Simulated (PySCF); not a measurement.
**Polarisability and C₆ of Bi (bismuth, neutral)**

[Xe] 4f14 5d10 6s1 6p3 7s1, high-spin 6S determinant (an excited configuration). All numbers are calculated (PySCF 2.14, the spin-free X2C one-electron Hamiltonian (Gaussian nucleus), in aug-cc-pVQZ-DK3 (10s9p7d4f2g, 118 functions)). Coupled (time-dependent) response in atomic units; α is the mean over directions.

| method | mean α (bohr³) | C₆ (like pair) | S(−4) |
| --- | --- | --- | --- |
| UHF | 576.8 | 11360 | 319500 |

S(−4) is the Cauchy moment in α(ω) = α(0) + S(−4) ω² + …

α(iu) at UHF:

```
u (hartree)  α(iu) (bohr³)
          0          576.8
     0.0500          251.4
      0.100          107.0
      0.200          44.64
      0.300          28.01
      0.500          15.40
      0.750          9.261
       1.00          6.392
       1.50          3.775
       2.00          2.577
       3.00          1.453
       5.00         0.6460
```

Spin-orbit coupling, which splits the p, d and f shells strongly at this Z, is absent. Spin-orbit coupling is strong in this species (close to jj coupling), so the high-spin LS determinant is a model state, not a physical level. The outer electron is Rydberg-like, and this basis confines it to a smaller radius and binds it less than a complete one would.
